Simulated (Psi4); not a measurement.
Psi4 input (wB97X-D/6-31G*):

```
memory 1500 MB

molecule {
0 2
F     2.46106200    0.30287400   -1.78815700
C     1.26995100    0.17236700   -1.28970100
C     0.84912900   -0.45053600   -0.20713700
F     1.70872900   -1.15454300    0.57507000
C    -0.53185700   -0.43240500    0.22949000
F    -1.14081800   -1.63128000    0.35130600
C    -1.23639700    0.65820600    0.51966400
F    -2.50277100    0.63521000    0.86308100
F    -0.76008600    1.88265100    0.49715600
symmetry c1
no_reorient
no_com
}

set {
  basis 6-31G*
  reference uks
  scf_type df
  df_basis_scf def2-universal-jkfit
  dft_radial_points 99
  dft_spherical_points 590
  e_convergence 1e-8
  d_convergence 1e-7
  maxiter 150
}

e = energy('wb97x-d')
print_out(f'\nFINAL {e:.10f} DIPOLE {variable("CURRENT DIPOLE")[0]:.6f} {variable("CURRENT DIPOLE")[1]:.6f} {variable("CURRENT DIPOLE")[2]:.6f}\n')
```

Output:

```
   => Loading Basis Set <=

    Name: 6-31G*
    Role: ORBITAL
    Keyword: BASIS
    atoms 1, 4, 6, 8-9 entry F          line   162 file 6-31gs.gbs
    atoms 2-3, 5, 7    entry C          line   111 file 6-31gs.gbs

   => WB97X-D: Empirical Dispersion <=

    Chai and Head-Gordon Dispersion Correction
    Chai, J.-D.; Head-Gordon, M. (2010), J. Chem. Phys., 132: 6615-6620

        s6 =       1.000000

         ---------------------------------------------------------
                                   SCF
               by Justin Turney, Rob Parrish, Andy Simmonett
                          and Daniel G. A. Smith
                              UKS Reference
         ---------------------------------------------------------

  ==> Geometry <==

    Molecular point group: c1
    Full point group: C1

    Geometry (in Angstrom), charge = 0, multiplicity = 2:

       Center              X                  Y                   Z               Mass
    ------------   -----------------  -----------------  -----------------  -----------------
         F            2.461062000000     0.302874000000    -1.788157000000    18.998403162730
         C            1.269951000000     0.172367000000    -1.289701000000    12.000000000000
         C            0.849129000000    -0.450536000000    -0.207137000000    12.000000000000
         F            1.708729000000    -1.154543000000     0.575070000000    18.998403162730
         C           -0.531857000000    -0.432405000000     0.229490000000    12.000000000000
         F           -1.140818000000    -1.631280000000     0.351306000000    18.998403162730
         C           -1.236397000000     0.658206000000     0.519664000000    12.000000000000
         F           -2.502771000000     0.635210000000     0.863081000000    18.998403162730
         F           -0.760086000000     1.882651000000     0.497156000000    18.998403162730

  Running in c1 symmetry.

  Rotational constants: A =      0.08507  B =      0.03443  C =      0.02750 [cm^-1]
  Rotational constants: A =   2550.21367  B =   1032.17795  C =    824.37131 [MHz]
  Nuclear repulsion =  445.086530296676301

  Charge       = 0
  Multiplicity = 2
  Electrons    = 69
  Nalpha       = 35
  Nbeta        = 34

  ==> Algorithm <==

  SCF Algorithm Type is DF.
  DIIS enabled.
  MOM disabled.
  Fractional occupation disabled.
  Guess Type is SAD.
[...]
       4A    -24.854902     5A    -24.852223     6A    -10.497761
       7A    -10.423150     8A    -10.418266     9A    -10.415679
      10A     -1.420159    11A     -1.390058    12A     -1.360102
      13A     -1.343734    14A     -1.331715    15A     -0.946051
      16A     -0.867454    17A     -0.769932    18A     -0.727861
      19A     -0.694844    20A     -0.683198    21A     -0.653055
      22A     -0.636746    23A     -0.630234    24A     -0.604624
      25A     -0.575105    26A     -0.567487    27A     -0.559879
      28A     -0.555133    29A     -0.549946    30A     -0.538097
      31A     -0.518858    32A     -0.478571    33A     -0.375817
      34A     -0.332823

    Beta Virtual:

      35A     -0.053058    36A      0.056503    37A      0.094601
      38A      0.180470    39A      0.202821    40A      0.223039
      41A      0.291773    42A      0.356835    43A      0.474780
      44A      0.496194    45A      0.511053    46A      0.550594
      47A      0.572383    48A      0.582160    49A      0.596825
      50A      0.618331    51A      0.641323    52A      0.670522
      53A      0.691830    54A      0.705407    55A      0.719501
      56A      0.754535    57A      0.800657    58A      0.865796
      59A      0.977972    60A      1.033858    61A      1.112581
      62A      1.158779    63A      1.173817    64A      1.181344
      65A      1.232550    66A      1.241052    67A      1.263350
      68A      1.283728    69A      1.321473    70A      1.370801
      71A      1.398044    72A      1.408847    73A      1.420480
      74A      1.437714    75A      1.448699    76A      1.450834
      77A      1.471050    78A      1.496632    79A      1.511187
      80A      1.573045    81A      1.604100    82A      1.641527
      83A      1.704897    84A      1.717005    85A      1.761562
      86A      1.804001    87A      1.820109    88A      1.842007
      89A      1.852963    90A      1.877554    91A      1.893786
      92A      1.898756    93A      1.915524    94A      1.924971
      95A      1.947255    96A      1.991408    97A      2.012888
      98A      2.020750    99A      2.042080   100A      2.066101
     101A      2.094285   102A      2.128357   103A      2.135505
     104A      2.169888   105A      2.189940   106A      2.215565
     107A      2.305586   108A      2.333577   109A      2.357415
     110A      2.404811   111A      2.491978   112A      2.512124
     113A      2.544802   114A      2.703736   115A      2.708985
     116A      2.728533   117A      2.781312   118A      2.794001
     119A      2.947751   120A      3.058820   121A      3.083710
     122A      3.105105   123A      3.147321   124A      3.279593
     125A      3.300810   126A      3.390210   127A      4.135987
     128A      4.180311   129A      4.298529   130A      4.455989
     131A      4.511238   132A      4.702624   133A      5.027598
     134A      5.184560   135A      5.868807

    Final Occupation by Irrep:
              A
    DOCC [    34 ]
    SOCC [     1 ]
    NA   [    35 ]
    NB   [    34 ]

  @DF-UKS Final Energy:  -651.25289401120517

   => Energetics <=

    Nuclear Repulsion Energy =            445.0865302966763011
    One-Electron Energy =               -1785.9740801810535231
    Two-Electron Energy =                 741.7698044480024464
    DFT Exchange-Correlation Energy =     -52.1321914959830650
    Empirical Dispersion Energy =          -0.0029570788473048
    VV10 Nonlocal Energy =                  0.0000000000000000
    Total Energy =                       -651.2528940112051714

  UHF NO Occupations:
  HONO-2 :   33  A 1.9993772
  HONO-1 :   34  A 1.9931927
  HONO-0 :   35  A 1.0000000
  LUNO+0 :   36  A 0.0068073
  LUNO+1 :   37  A 0.0006228
  LUNO+2 :   38  A 0.0001731
  LUNO+3 :   39  A 0.0000899

Computation Completed

Properties will be evaluated at   0.000000,   0.000000,   0.000000 [a0]

Properties computed using the SCF density matrix

 Multipole Moments:

 ------------------------------------------------------------------------------------
     Multipole            Electronic (a.u.)      Nuclear  (a.u.)        Total (a.u.)
 ------------------------------------------------------------------------------------

 L = 1.  Multiply by 2.5417464519 to convert [e a0] to [Debye]
 Dipole X            :         -0.0220086            0.0000000           -0.0220086
 Dipole Y            :          0.3768170           -0.0000000            0.3768170
 Dipole Z            :         -0.2283968           -0.0000000           -0.2283968
 Magnitude           :                                                    0.4411809

 ------------------------------------------------------------------------------------

FINAL -651.2528940112 DIPOLE -0.022009 0.376817 -0.228397

*** Psi4 exiting successfully. Buy a developer a beer!
```

The geometry given is a B3LYP-D3(BJ)/def2-TZVP minimum.
